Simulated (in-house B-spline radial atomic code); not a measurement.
How numerical settings move a run on neutral molybdenum, [Kr] 4d5 5s1. Computed with a B-spline radial code for spherical atoms: non-relativistic TPSS, spherical fractional occupations, point nucleus.

Command:
```bash
python run_scf.py task.json out
```
Settings of the sound reference run:
```
Z                42
electrons        42
configuration    [Kr] 4d5 5s1
hamiltonian      nr
method           tpss,tpss
spin_polarised   False
knot_spacing     0.22
spline_order     8
gauss_points     12
box_radius       50
max_iterations   70
damping          0.5
damped_steps     3
diis_vectors     10
tolerance        1e-08
start            Thomas-Fermi
```

Time taken, with all properties: 0.26 s on 1 thread of Arm Neoverse V1, on a shared host.

It converges in 8 iterations to -3977.222086 hartree, with 5s at -3.6459 eV. The other runs change the listed settings, some to values that make no sense; their results aren't properties of the atom or ion. Radii are in bohr (the nuclear one in fm), a minus after a letter asks for a j subshell, and «unchanged» means within 1e-8 hartree. The run stops when the residual is below 10 × tolerance × max(1, Z/10), or a noise floor if that is larger, and the energy moves by less than 1e-8 × √|E| hartree; so very loose and very tight tolerances often act alike.

| changed settings | outcome |
| --- | --- |
| knot_spacing = 2, box_radius = 15, max_iterations = 75, damping = 0.95 | converged in 10 iterations, energy +2.68e+02 hartree from the reference, 5s level +1.8e+00 eV (the program warns: 5s reaches the box edge; 1s reaches the box edge) |
| first_knot = 0.000238, max_iterations = 5, damping = 0.2 | not converged after 5 iterations, last residual 1.0e-03, last energy +7.05e-05 hartree from the reference |
| box_radius = 15 | converged in 8 iterations, energy +6.34e-06 hartree from the reference, 5s level +8.1e-04 eV (the program warns: 5s reaches the box edge; 4d reaches the box edge) |
| box_radius = 5 | converged in 8 iterations, energy +1.60e-01 hartree from the reference, 5s level +4.3e+00 eV (the program warns: 5s has a positive eigenvalue: unbound, held by the box; 4s reaches the box edge) |
| box_radius = 25, first_knot = 2.38e-06, max_iterations = 75, damped_steps = 0, diis_vectors = 2 | converged in 7 iterations, energy -1.39e-06 hartree from the reference, 5s level +3.1e-04 eV |
| electrons = 43, configuration = [Kr] 4d5 5s1 6p-1, max_iterations = 50 | stopped with error: j subshells need the Dirac Hamiltonian and l > 0 |
| box_radius = 10 | converged in 8 iterations, energy +1.01e-03 hartree from the reference, 5s level +6.6e-02 eV (the program warns: 5s reaches the box edge; 4d reaches the box edge) |
| first_knot = 2.38e-05, max_iterations = 50, damping = 0.8, tolerance = 1e-10, start = bare nucleus | converged in 7 iterations, energy -1.78e-05 hartree from the reference, 5s level +3.8e-03 eV |
| box_radius = 10, max_iterations = 60, diis_vectors = 1 | not converged after 60 iterations, last residual 6.1e-01, last energy +2.63e+01 hartree from the reference |
| max_iterations = 12 | converged in 8 iterations, energy unchanged |
| gauss_points = 3 | converged in 8 iterations, energy -7.32e+05 hartree from the reference, 5s level -4.6e+01 eV |
| box_radius = 3 | converged in 8 iterations, energy +2.13e+00 hartree from the reference, 5s level +3.6e+01 eV (the program warns: 5s has a positive eigenvalue: unbound, held by the box; 4d has a positive eigenvalue: unbound, held by the box) |
| gauss_points = 4 | converged in 8 iterations, energy +1.80e-06 hartree from the reference, 5s level -4.3e-06 eV |
| max_iterations = 5 | not converged after 5 iterations, last residual 1.0e-04, last energy +5.99e-07 hartree from the reference |

(1) What happens with box_radius = 7.5?

(2) What happens with electrons = 43, configuration = [Kr] 4d5 5s1 3f1, max_iterations = 100?

(3) What happens with box_radius = 25?

(4) What happens with box_radius = 2?

## Answers

(1) Converged in 8 iterations, energy +1.18e-02 hartree from the reference, 5s level +5.1e-01 eV (the program warns: 5s reaches the box edge; 4d reaches the box edge).

(2) Stopped with error: there is no 3f shell.

(3) Converged in 8 iterations, energy unchanged, 5s level -6.6e-07 eV.

(4) Converged in 7 iterations, energy +1.39e+01 hartree from the reference, 5s level +1.6e+02 eV (the program warns: 5s has a positive eigenvalue: unbound, held by the box; 4p has a positive eigenvalue: unbound, held by the box).
